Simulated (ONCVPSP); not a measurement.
Varying the ONCV potential for O (Z = 8)

Base potential:

| Item | Value |
| --- | --- |
| Element | O |
| Generator | ONCVPSP 4.0.1 |
| Type | optimised norm-conserving Vanderbilt (ONCV) |
| Functional | revPBE |
| Relativity | scalar-relativistic |
| Frozen core | [He] |
| Valence charge | 6 |
| Reference configuration | 2s2 2p3 (charge +1) |
| Partial waves | 2s: rc 0.70 bohr, ncon 3, nbas 7, qcut 10.1 1/bohr, 1 projector; 2p: rc 1.65 bohr, ncon 3, nbas 6, qcut 8.4 1/bohr, 3 projectors, debl 3.3 Ha; d scattering state at 0.45 Ha: rc 1.75 bohr, ncon 4, nbas 6, qcut 5 1/bohr, 1 projector |
| Local potential | polynomial inside 0.55 bohr (lpopt 5, dvloc0 0 Ha) |
| Core correction | Teter function, fcfact 2.25, rcfact 1.25 |

All-electron outer shells of the reference configuration (revPBE, scalar-relativistic, ld1.x):

```json
{"shell": "1s", "level (eV)": "-533.86", "outermost node (bohr)": "–", "outermost maximum (bohr)": "0.13"}
{"shell": "2s", "level (eV)": "-39.72", "outermost node (bohr)": "0.28", "outermost maximum (bohr)": "0.86"}
{"shell": "2p", "level (eV)": "-24.39", "outermost node (bohr)": "–", "outermost maximum (bohr)": "0.79"}
```

Cutoffs, loose and tight: the cutoffs (Ha) at which the residual kinetic energy of the hardest occupied pseudo-wave falls to 1 and 0.1 mHa per electron. They do not see the model core or the augmentation charge, which bear on the density cutoff. Test errors are all-electron minus pseudo excitation energies from the reference, over the configurations 2s2 2p4; 2s2 2p2; 2s2 2p1; 2s2 2p0. A dash means not determined; rows that change the core or the reference have their own tests.

```tsv
change	outcome	cutoff, loose	cutoff, tight	bound ghosts	GHOST(+) flags above zero	largest test error (meV)
base	generated	43 Ha	55 Ha	none	p, d	+2830
p: qcut 5.4	generated	43 Ha	63 Ha	none	d	+5742
all radii but the core radius scaled by about 1.34 (s 0.94, p 2.20, d 2.34 bohr); local potential polynomial inside 0.74 bohr (lpopt 5, dvloc0 0 Ha)	generated	37 Ha	45 Ha	none	p, d	+6231
p: ncon 5, nbas 8	generated	43 Ha	55 Ha	none	p, d	+2082
d: qcut 3.7	generated	43 Ha	55 Ha	none	p, d	+2830
p: nbas 7	generated	43 Ha	55 Ha	none	p, d	+2912
p: rc 2.4	generated	43 Ha	55 Ha	none	d	+8027
core correction Teter function fitted to the true core (icmod 2), fcfact 0.2	generated	43 Ha	55 Ha	none	p, d	+2912
```
